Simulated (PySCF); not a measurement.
Two-component Hartree-Fock for Tm²⁺ (thulium, charge +2)

Start: [Xe] 4f13; 4f5/2 filled at m_j = -3/2, -1/2, +1/2, +3/2, +5/2; 4f7/2 filled at m_j = -7/2, -5/2, -3/2, -1/2, +1/2, +3/2, +5/2, +7/2. Calculated with PySCF 2.14 in x2c-SVPall-2c (7s10p9d3f1g, 112 functions): generalised Hartree-Fock with the X2C-1e Hamiltonian and a Gaussian nucleus; one run each with spin-orbit coupling (SO) screened by Boettger's factors, then bare. This is a chosen level, not necessarily the ground level.

```json
{"spinor shell": "1s1/2", "electrons": "2", "ε, screened SO (eV)": "-59689.2", "ε, bare SO (eV)": "-59688.3", "weight of nominal j (bare SO)": "1.000", "rms radius, bare SO (bohr)": "0.0227"}
{"spinor shell": "2s1/2", "electrons": "2", "ε, screened SO (eV)": "-10210.3", "ε, bare SO (eV)": "-10210.0", "weight of nominal j (bare SO)": "1.000", "rms radius, bare SO (bohr)": "0.0918"}
{"spinor shell": "2p1/2", "electrons": "2", "ε, screened SO (eV)": "-9714.6", "ε, bare SO (eV)": "-9738.8", "weight of nominal j (bare SO)": "1.000", "rms radius, bare SO (bohr)": "0.0781"}
{"spinor shell": "2p3/2", "electrons": "4", "ε, screened SO (eV)": "-8728.6", "ε, bare SO (eV)": "-8720.2", "weight of nominal j (bare SO)": "1.000", "rms radius, bare SO (bohr)": "0.0853"}
{"spinor shell": "3s1/2", "electrons": "2", "ε, screened SO (eV)": "-2360.3", "ε, bare SO (eV)": "-2360.3", "weight of nominal j (bare SO)": "1.000", "rms radius, bare SO (bohr)": "0.235"}
{"spinor shell": "3p1/2", "electrons": "2", "ε, screened SO (eV)": "-2141.7", "ε, bare SO (eV)": "-2146.9", "weight of nominal j (bare SO)": "1.000", "rms radius, bare SO (bohr)": "0.226"}
{"spinor shell": "3p3/2", "electrons": "4", "ε, screened SO (eV)": "-1929.7", "ε, bare SO (eV)": "-1928.0", "weight of nominal j (bare SO)": "1.000", "rms radius, bare SO (bohr)": "0.241"}
{"spinor shell": "3d3/2", "electrons": "4", "ε, screened SO (eV)": "-1560.5", "ε, bare SO (eV)": "-1565.4", "weight of nominal j (bare SO)": "1.000", "rms radius, bare SO (bohr)": "0.214"}
{"spinor shell": "3d5/2", "electrons": "6", "ε, screened SO (eV)": "-1515.2", "ε, bare SO (eV)": "-1512.2", "weight of nominal j (bare SO)": "1.000", "rms radius, bare SO (bohr)": "0.218"}
{"spinor shell": "4s1/2", "electrons": "2", "ε, screened SO (eV)": "-503.13", "ε, bare SO (eV)": "-503.16", "weight of nominal j (bare SO)": "1.000", "rms radius, bare SO (bohr)": "0.530"}
{"spinor shell": "4p1/2", "electrons": "2", "ε, screened SO (eV)": "-413.18", "ε, bare SO (eV)": "-414.45", "weight of nominal j (bare SO)": "1.000", "rms radius, bare SO (bohr)": "0.542"}
{"spinor shell": "4p3/2", "electrons": "4", "ε, screened SO (eV)": "-365.68", "ε, bare SO (eV)": "-365.29", "weight of nominal j (bare SO)": "1.000", "rms radius, bare SO (bohr)": "0.575"}
{"spinor shell": "4d3/2", "electrons": "4", "ε, screened SO (eV)": "-216.56", "ε, bare SO (eV)": "-217.60", "weight of nominal j (bare SO)": "0.996", "rms radius, bare SO (bohr)": "0.611"}
{"spinor shell": "4d5/2", "electrons": "6", "ε, screened SO (eV)": "-209.24", "ε, bare SO (eV)": "-208.65", "weight of nominal j (bare SO)": "0.997", "rms radius, bare SO (bohr)": "0.625"}
{"spinor shell": "5s1/2", "electrons": "2", "ε, screened SO (eV)": "-78.596", "ε, bare SO (eV)": "-78.609", "weight of nominal j (bare SO)": "1.000", "rms radius, bare SO (bohr)": "1.33"}
{"spinor shell": "5p1/2", "electrons": "2", "ε, screened SO (eV)": "-51.569", "ε, bare SO (eV)": "-51.713", "weight of nominal j (bare SO)": "0.996", "rms radius, bare SO (bohr)": "1.50"}
{"spinor shell": "5p3/2", "electrons": "4", "ε, screened SO (eV)": "-45.602", "ε, bare SO (eV)": "-45.568", "weight of nominal j (bare SO)": "0.998", "rms radius, bare SO (bohr)": "1.62"}
{"spinor shell": "4f5/2", "electrons": "5", "ε, screened SO (eV)": "-28.169", "ε, bare SO (eV)": "-28.744", "weight of nominal j (bare SO)": "0.975", "rms radius, bare SO (bohr)": "0.865"}
{"spinor shell": "4f7/2", "electrons": "8", "ε, screened SO (eV)": "-27.134", "ε, bare SO (eV)": "-26.768", "weight of nominal j (bare SO)": "0.984", "rms radius, bare SO (bohr)": "0.890"}
```

| quantity | screened SO | bare SO |
| --- | --- | --- |
| E (hartree) | -13568.05722 | -13568.86480 |
| M_J | 5/2 | 5/2 |
| ⟨J²⟩ | 8.784 | 8.766 |
| ⟨L²⟩ | 12.102 | 12.113 |
| ⟨S²⟩ | 0.847 | 0.857 |

Each row is a mean over spinors that exchange with the open shell spreads, by up to 8.765 eV (4d3/2).

Breit and QED terms are absent; they matter most for the inner s and p1/2 levels.

Densities and radii are taken from the X2C orbitals without a picture-change correction, which distorts them close to the nucleus.
